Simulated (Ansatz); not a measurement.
Geometry optimisation, RHF/def2-SVP (Ansatz 0.2.0).

Input file:

```yaml
crystal:
  periodic: [false, false, false]
  atoms:
    - { symbol: Ta, position_ang: [0.0, 0.0, 0.0] }
    - { symbol: "N", position_ang: [2.51, 0.0, 0.0] }
    - { symbol: H, position_ang: [3.04, -0.5118, 0.762] }
    - { symbol: H, position_ang: [3.04, 0.5118, -0.762] }
    - { symbol: F, position_ang: [0.0, 0.0, 1.93] }
    - { symbol: F, position_ang: [0.0, 0.0, -1.93] }
    - { symbol: F, position_ang: [-0.965, 1.6714, 0.0] }
    - { symbol: F, position_ang: [-0.965, -1.6714, 0.0] }
    - { symbol: Br, position_ang: [0.9302, -2.3695, 1.4909] }
    - { symbol: H, position_ang: [2.2528, -1.1603, 0.7301] }
basis:
  gaussian: { orbitals: def2-SVP }
hamiltonian:
  xc: hf
relax:
  f_tol: 0.15
  max_steps: 25
  restrain:
    - { distance: [0, 8], at: 2.65, k: 30.0 }
    - { distance: [9, 1], at: 1.06, k: 30.0 }
    - { distance: [0, 1], at: 3.36, k: 30.0 }
    - { distance: [9, 8], at: 2.75, k: 30.0 }
```

Run as:

```bash
$ ansatz run input.yaml --threads 4 --pin off --max-ram 5120MiB --backend cpu --events-out ev --progress --plain --runs-dir out
```

Q: Where does it end, and by what steps?

A: The run converged. The restraints hold the end off the free minimum; the threshold counts their pulls, which the force column leaves out. Restrained pairs: Ta1–Br9 (2.95 → 2.62 Å), N2–H10 (1.39 → 1.03 Å), Ta1–N2 (2.51 → 3.33 Å), Br9–H10 (1.95 → 2.76 Å). After 11 steps the energy has fallen by 6.807 eV (the restraints' own energy left out); F8 moved furthest, 1.40 Å.

```csv
step,energy less start (eV),largest force component (eV/Å),accepted
0,0.0000,3.965,yes
1,0.3969,5.754,yes
2,-0.4604,4.933,yes
3,-2.5364,5.572,yes
4,-4.1871,4.867,yes
5,-5.4407,2.910,yes
6,-6.1474,1.700,yes
7,-6.5109,1.225,yes
8,-6.6698,1.139,yes
9,-6.7619,1.135,yes
10,-6.7929,1.364,yes
11,-6.8069,1.190,yes
```

```xyz
10
Properties=species:S:1:pos:R:3
Ta -0.448 -0.432 0.205
N 2.852 0.022 0.192
H 3.298 0.466 0.977
H 3.352 0.271 -0.644
F -0.004 0.115 1.923
F 0.098 -0.601 -1.561
F -0.817 1.351 -0.173
F -2.175 -1.031 0.281
Br 0.773 -2.695 0.701
H 2.915 -0.996 0.320
```

The run took 36 s on 4 threads of Arm Neoverse V1, on a shared host, peak memory 0.48 GiB.
